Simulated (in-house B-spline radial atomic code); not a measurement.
Atomic self-consistent-field run: Rh⁺ (an excited or competing configuration). Level of theory: scalar-relativistic (X2C) LC-wPBE, spin-polarised, spherical fractional occupations, Fermi nucleus of rms radius 4.4945 fm; calculated with a radial B-spline atomic code at the basis-set limit.

Command:
```bash
python run_scf.py task.json out
```
Settings (nuclear radius in fm, mass in u):
```
Z                45
configuration    [Ar] 3d9 4s2 4p6 4d8 5d1
hamiltonian      x2c
method           lc_wpbe
spin_polarised   True
nucleus          fermi
rms_radius       4.4945
atomic_mass      102.90549
speed_of_light   137.035999084
```

Output (hartree, bohr):
```
 radial grid: 81 intervals, B-splines of order 8, outer radius 60 bohr

 iter        energy (Eh)    residual
    1       -4759.356370    4.42e-01
    2       -4764.150165    4.41e-01
    3       -4770.493899    8.30e-02
    4       -4770.786817    2.09e-02
    5       -4770.809807    8.16e-03
    6       -4770.811215    2.86e-03
    7       -4770.811476    1.14e-03
    8       -4770.811521    7.02e-05
    9       -4770.811522    1.07e-05
   10       -4770.811522    8.52e-07
   11       -4770.811522    1.19e-07

 total energy                     -4770.81152
 kinetic                            4975.0510
 electron-nucleus                 -11505.8319
 Hartree                            1897.4253
 exact exchange                       -9.0006
 exchange-correlation               -128.4553

 orbital      occ     eigenvalue          <r>       <r^2>       <1/r>       r_max
 1s up      1.000      -847.2217    0.0320984  0.00140252      48.816     0.02055
 1s down    1.000      -847.2218    0.0320983  0.00140251     48.8161     0.02055
 2s up      1.000      -124.5700     0.141454   0.0236494      10.983      0.1197
 2s down    1.000      -124.4892     0.141407   0.0236338     10.9876      0.1197
 2p up      3.000      -111.8664      0.12348   0.0186361     10.3548     0.09554
 2p down    3.000      -111.8065     0.123426   0.0186193     10.3586     0.09551
 3s up      1.000       -23.5467     0.387429    0.171834     3.81392        0.35
 3s down    1.000       -23.4569     0.387702    0.172065     3.80947      0.3502
 3p up      3.000       -19.3670     0.386442    0.173519     3.58442      0.3428
 3p down    3.000       -19.2741     0.386786     0.17381     3.57977       0.343
 3d up      5.000       -12.7253     0.364258    0.158086     3.35132      0.2888
 3d down    4.000       -12.5272     0.364913    0.158689     3.34639      0.2892
 4s up      1.000        -4.0377     0.961057     1.04654     1.44518      0.8678
 4s down    1.000        -3.9695     0.961464     1.04772     1.44505       0.868
 4p up      3.000        -2.8227      1.05153     1.26657      1.2908      0.9246
 4p down    3.000        -2.7452      1.05171     1.26739     1.29117      0.9245
 4d up      5.000        -1.0491      1.36053     2.20541    0.979737       1.079
 4d down    3.000        -0.8396      1.39444     2.33793    0.962062       1.085
 5d up      1.000        -0.1114      6.81794     52.6418    0.175958       5.909
```

Run time, properties included: 1.7 s on 1 thread of Arm Neoverse V1, with other jobs on the host.

Caution: exact exchange at fractional occupations of open shells leaves self-interaction of up to several eV.

One-electron X2C: radii and densities carry no picture-change correction, so inner-shell <1/r> comes out high (for 1s by about 2 % at Z = 33, 5 % at 54, 10 % at 75, 30 % at 118) and <r> low.
